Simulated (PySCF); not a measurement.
**Electron correlation in Te³⁺ (tellurium, charge +3)**

[Kr] 4d10 5s2 5p1, 2P determinant. All numbers are calculated (PySCF 2.14, scalar relativity by spin-free X2C-1e, in x2c-TZVPPall with one added diffuse shell each of s, p, d, f type (9s7p5d3f, 76 functions)). Frozen: [Ar] 3d10; 21 electrons correlated.

| level | correlation energy (mhartree) |
| --- | --- |
| CCSD | -455.87 |
| (T) | -6.57 |
| CCSD(T) | -462.44 |

Diagnostics: T1 = 0.0062, D1 = 0.0282, largest double amplitude 0.075.

**Question.** Is a single reference adequate?

**Answer.** Mostly. T1 lies below 0.03, but a double amplitude of this size points to a near-degeneracy that CCSD handles and MP2 describes poorly.

This basis was not built for core-valence correlation, so the inner-shell part is incomplete.
